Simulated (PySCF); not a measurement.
# Run times: chromium in cc-pVTZ-DK

Measured wall times of calculations with PySCF 2.14 in cc-pVTZ-DK, with the spin-free X2C one-electron Hamiltonian (Gaussian nucleus), run from one Python driver. Hardware: 1 thread of Neoverse-V2 on a shared host, 1.3 GiB allowed. The two-electron integrals over 68 functions were computed once and kept in memory (0.89 CPU seconds with the set-up); the times below exclude them. Kohn-Sham runs start from converged Hartree-Fock orbitals.

Launch command (the driver calls PySCF for each step listed in the task file):

```bash
OMP_NUM_THREADS=1 python atomrun2.py TASK.json OUT
```

| species | step | iterations | wall time (s) |
| --- | --- | --- | --- |
| Cr²⁺ [Ar] 3d4 | UHF | 6 | 0.45 |
| Cr²⁺ [Ar] 3d4 | M06-2X | 8 | 3.9 |
| Cr²⁺ [Ar] 3d4 | MN15 | 8 | 3.9 |
| Cr²⁺ [Ar] 3d4 | MP2 (4 electrons) |  | 0.04 |
| Cr³⁺ [Ar] 3d3 | UHF | 6 | 0.4 |
| Cr³⁺ [Ar] 3d3 | M06-2X | 5 | 2.6 |
| Cr³⁺ [Ar] 3d3 | MN15 | 6 | 3 |
| Cr³⁺ [Ar] 3d3 | MP2 (3 electrons) |  | 0.04 |

Peak memory of the process: 0.27 GiB. Times on a shared host vary from run to run.
